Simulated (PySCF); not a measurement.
## Gas-phase thermal properties of Na2O

Computed with PySCF and rigid-rotor harmonic-oscillator thermochemistry at 1 bar. 'Table' is the NASA 1993 thermochemical table (part measured, part estimated). S°(298 K) at PBE0/def2-TZVP differs from the NASA 1993 table for Na2O (+14 J/mol/K); whether the harmonic model or the table's entry is off was not settled. 6-31G* has spherical d functions here. All species are closed-shell singlets. The harmonic model lacks anharmonicity and excited electronic states, which grow with temperature; levels with a mode under 35 cm⁻¹ are left out. Soft modes under 120 cm⁻¹ make the harmonic entropy rough for Na2O. The table's entry may be an old estimate for Na2O (not checked at source).

```tsv
level	point group	σ	ZPE (kJ/mol)	S°298 (J/mol/K)	Cp298 (J/mol/K)	S°1000 (J/mol/K)	H1000 − H298 (kJ/mol)
table	-	-	-	261.2	55.5	333.1	42.1
HF/6-31G*	D∞h	2	7.6	271.7	54.8	343.0	41.7
PBE0/def2-TZVP	D∞h	2	6.9	274.8	55.6	346.6	42.0
```
σ: rotational symmetry number. Electronic degeneracy used: 1. Frequencies are unscaled.
